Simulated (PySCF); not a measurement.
A series of related molecules.

All values: CAM-B3LYP/def2-SVPD (PySCF) at GFN2-xTB geometries, gas phase, one conformer each. Core orbitals are frozen in the response; Δα² is half the sum of the squared differences of the principal polarisabilities.

(1) Rank by mean static polarisability, highest first.
A. `CC1=CP1C(C)C`
B. `C=CC1=C(C)P1NC`
C. `C=CC1=C(C)P1CO`
D. `C=CC1=C(C)P1CP`

(2) Rank by HOMO–LUMO gap, highest first.
A. `C=CC1=C(C)P1CP`
B. `C=CC1=C(C)P1NC`
C. `CC1=CP1C(C)C`

Results:

(1) D (18.50 Å³), B (16.18 Å³), C (15.65 Å³), A (13.97 Å³).

(2) C (8.59 eV), B (7.35 eV), A (7.21 eV).

All values together:

| SMILES | formula | μ (D) | HOMO (eV) | LUMO (eV) | α (Å³) | Δα (Å³) | electrons | α per electron (Å³) |
| --- | --- | --- | --- | --- | --- | --- | --- | --- |
| C=CC1=C(C)P1CO | C6H9OP | 3.13 | -7.44 | -0.17 | 15.65 | 7.12 | 68 | 0.230 |
| C=CC1=C(C)P1NC | C6H10NP | 1.28 | -7.25 | 0.11 | 16.18 | 6.93 | 68 | 0.238 |
| C=CC1=C(C)P1CP | C6H10P2 | 2.28 | -7.29 | -0.08 | 18.50 | 7.07 | 76 | 0.243 |
| CC1=CP1C(C)C | C6H11P | 1.67 | -7.44 | 1.15 | 13.97 | 2.98 | 62 | 0.225 |

Conformers: `[CH2:1]=[CH:2][C:3]1=[C:4]([CH3:5])[P:6]1[CH2:7][OH:8]` with C1–C2–C3–C4 -178°, C4–P6–C7–O8 -103°, P6–C7–O8–H 55°; `[CH2:1]=[CH:2][C:3]1=[C:4]([CH3:5])[P:6]1[NH:7][CH3:8]` with C1–C2–C3–C4 178°, C4–P6–N7–C8 137°; `[CH2:1]=[CH:2][C:3]1=[C:4]([CH3:5])[P:6]1[CH2:7][PH2:8]` with C1–C2–C3–C4 -175°, C4–P6–C7–P8 -124°, P6–C7–P8–H -36° and 56°; `[CH3:1][C:2]1=[CH:3][P:4]1[CH:5]([CH3:6])[CH3:7]` with C3–P4–C5–C6 79°.
